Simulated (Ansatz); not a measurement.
One change: `CN[SiH2]OC` becomes `CN[SiH2][SiH3]`.

Ansatz, PBE0-D4/def2-TZVP geometries, multiplicity 1. Each molecule was computed in one conformer, which needn't be the lowest.

```csv
property,`CN[SiH2]OC`
HOMO–LUMO gap (B3LYP/def2-TZVPP) / eV,7.22
HOMO energy (ωB97M-V/def2-TZVPP) / eV,-9.31
size of the dipole moment (ωB97M-V/def2-TZVPP) / D,1.93
LUMO energy (ωB97M-V/def2-TZVPP) / eV,2.27
HOMO–LUMO gap (PBE/def2-TZVPP) / eV,5.54
HOMO energy (B3LYP/def2-TZVPP) / eV,-6.71
```

Problem. What does the change do to each property? (Best estimate.)

Solution. The calculation gave: 
| property | `CN[SiH2][SiH3]` | shift |
| --- | --- | --- |
| HOMO–LUMO gap (B3LYP/def2-TZVPP) / eV | 6.15 | -1.07 |
| HOMO energy (ωB97M-V/def2-TZVPP) / eV | -8.77 | 0.54 |
| size of the dipole moment (ωB97M-V/def2-TZVPP) / D | 1.37 | -0.56 |
| LUMO energy (ωB97M-V/def2-TZVPP) / eV | 1.62 | -0.65 |
| HOMO–LUMO gap (PBE/def2-TZVPP) / eV | 4.45 | -1.09 |
| HOMO energy (B3LYP/def2-TZVPP) / eV | -6.38 | 0.33 |

With PBE0 the HOMO rises by 0.35 eV and the LUMO falls by 0.85 eV, so the gap narrows by about 1.20 eV. PBE moves the HOMO by 0.22 eV and ωB97M-V by 0.54 eV. Dipoles are sizes alone; their direction can turn.

B3LYP here is the variant with VWN-RPA as its local correlation; programs differ in this.
